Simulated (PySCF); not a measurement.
Cl₂H₅NSi₂, SMILES N[SiH2][SiH](Cl)Cl. Atoms are numbered in the order given.

```xyz
10

Si     0.5490    -0.7226     0.0000
Cl     1.1879     0.3220     1.6956
Cl     1.1879     0.3220    -1.6956
Si    -1.7941    -0.5497     0.0000
N     -2.2250     1.1351     0.0000
H      1.2557    -2.0313     0.0000
H     -2.3386    -1.1967    -1.2267
H     -2.3386    -1.1967     1.2267
H     -1.9814     1.6718     0.8298
H     -1.9814     1.6718    -0.8298
```
Charge 0, spin multiplicity 1.

Geometry optimised at B3LYP-D3(BJ)/def2-SVP. The structure was generated by enumeration, and PubChem lists no compound with its InChIKey, so it may never have been made. The values are those of a single conformer.

These are PBE/def2-TZVP (PySCF) values and carry that method's errors.

Atomic charges (e):

```tsv
atom	Löwdin	Mulliken
Si1	-0.43	0.35
Cl2	0.20	-0.22
Cl3	0.20	-0.22
Si4	0.04	0.21
N5	-0.26	-0.56
H6	-0.03	-0.01
H7	-0.02	-0.01
H8	-0.02	-0.01
H9	0.16	0.24
H10	0.16	0.24
```

Question: Give the Mayer and Wiberg (Löwdin basis) orders of the bonds. (The exact figures need the calculation; the answer reports its results.)

Answer: 
```json
[
 {"bond": "Si1–Cl2", "Mayer": "1.14", "Wiberg": "1.80"},
 {"bond": "Si1–Cl3", "Mayer": "1.14", "Wiberg": "1.80"},
 {"bond": "Si1–Si4", "Mayer": "0.88", "Wiberg": "1.09"},
 {"bond": "Si4–N5", "Mayer": "1.17", "Wiberg": "1.55"},
 {"bond": "Si1–H6", "Mayer": "0.89", "Wiberg": "0.93"},
 {"bond": "Si4–H7", "Mayer": "0.92", "Wiberg": "0.92"},
 {"bond": "Si4–H8", "Mayer": "0.92", "Wiberg": "0.92"},
 {"bond": "N5–H9", "Mayer": "0.91", "Wiberg": "0.95"},
 {"bond": "N5–H10", "Mayer": "0.91", "Wiberg": "0.95"}
]
```
